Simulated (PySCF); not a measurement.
# What settings do to a single point of Er(NH)(OH)

The sound run of Er(NH)(OH) (singlet in the valence; each metal's 4f electrons, 11 of them, lie in its core potential, out of spins and levels) uses PySCF 2.14.0, RKS r2SCAN, Er lcecp-1-SVP with ECP57, N def2-SVP, H def2-SVP, O def2-SVP; non-relativistic Hamiltonian with scalar-relativistic core potentials where named; density fitting; no spin-orbit coupling, grid (50, 194), threshold 1e-8 Eh and 55 cycles, at the relaxed geometry:

```xyz
5

Er    0.0179   -0.0727   -0.5129
N     1.5949   -0.0128    0.5726
H     2.2210    0.0535    1.3756
O    -1.7727    0.0572    0.4446
H    -2.2664    0.1454    1.2645
```

There Er1 has a Mulliken charge of 0.66 e and the dipole about the centre of mass is 4.52 D. Each run below changes one thing and starts from free metal ions and neutral atoms unless it says otherwise; with 55 cycles, smearing, a level shift and second-order steps follow where DIIS fails, and their cycles count. Energy shifts count from the sound run. On f atoms grids over 110 angular points are at least (60, 302).

```tsv
change	outcome	cycles	energy shift (eV)	largest force component (eV/Å)	charge on Er1 (e)	dipole about the centre of mass (D)
cycle limit 8	not converged	8	–	–	–	–
threshold 1e-06	converged	9	0.0000	0.02	0.66	4.52
O4 put 0.5 Å from Er1, limit 92 cycles	converged	15	682.40	3147.30	1.05	4.12
all coordinates × 1.12	converged	11	1.68	4.87	0.77	5.02
```

(1) How does the run with this change end: start from a density of up to 30 smeared cycles (not counted)?

Unsound on purpose, so not properties of the compound: O4 put 0.5 Å from Er1, limit 92 cycles.

Forces carry noise of the integration grid, about 0.01 to 0.03 eV/Å.

No frequency check is given that shows the relaxed geometry to be a minimum. An lcecp potential fixes the number of 4f electrons, so in runs with it no electron can move into or out of that shell.

Results:

(1) outcome converged, cycles 10, energy shift (eV) 0.0000, largest force component (eV/Å) 0.02, charge on Er1 (e) 0.66, dipole about the centre of mass (D) 4.52.
